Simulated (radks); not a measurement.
Values are calculated unless marked as measured or tabulated.
Excited configurations of Cd II: one electron is placed in a higher orbital outside [Kr] 4d10. The ground configuration is [Kr] 4d10 5s1. Code: a radial shooting solver on a logarithmic mesh with Libxc functionals. Model: scalar-relativistic Kohn-Sham, PBE, spin-polarised, spherical densities, finite nucleus; open shells are filled with parallel spins first (spin-orbit coupling, left out, can overturn this in heavy ions); Fermi nuclear charge, rms radius 4.6087 fm. Excitation = E - E(ground); binding = E(ion) - E, where the ion is the core of charge +2; n* = 2/sqrt(2 binding) in atomic units, and the quantum defect is n - n*.

outer orbital  excitation (eV)  binding (eV)  quantum defect  <r> (bohr)
5f                      14.910         2.442           0.279       14.52
6d                      13.767         3.586           2.104       10.62
6f                      15.598         1.754           0.430       21.78
7d                      14.979         2.373           2.212       16.88

The Delta-SCF ionisation energy is 17.352 eV (NIST Atomic Spectra Database: 16.908 eV, measured). Self-interaction in the functional shifts the binding energies and quantum defects, so they are the method's values and not measured ones.
